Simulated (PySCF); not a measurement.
**Excitation energy of F²⁺ by level of theory**

F²⁺ [He] 2s2 2p3 (4S) → F²⁺ [He] 2s1 2p4 (4P), as a difference of total energies. All numbers are calculated (PySCF 2.14, the non-relativistic Hamiltonian (point nucleus), in dyall-acv3z (15s9p4d2f, 76 functions)). Correlated levels: valence: 1s2 frozen; virtual orbitals above 40 to 60 times the deepest correlated orbital energy dropped. The calculations carry no spin-orbit coupling.

```csv
method,excitation energy (cm⁻¹)
UHF,151770
MP2 (valence),152460
SCS-MP2 (valence),152590
CCSD (valence),152200
CCSD(T) (valence),152140
```

A first-order spin-orbit estimate (lowest level to lowest level, LS coupling) adds -0.023 eV.
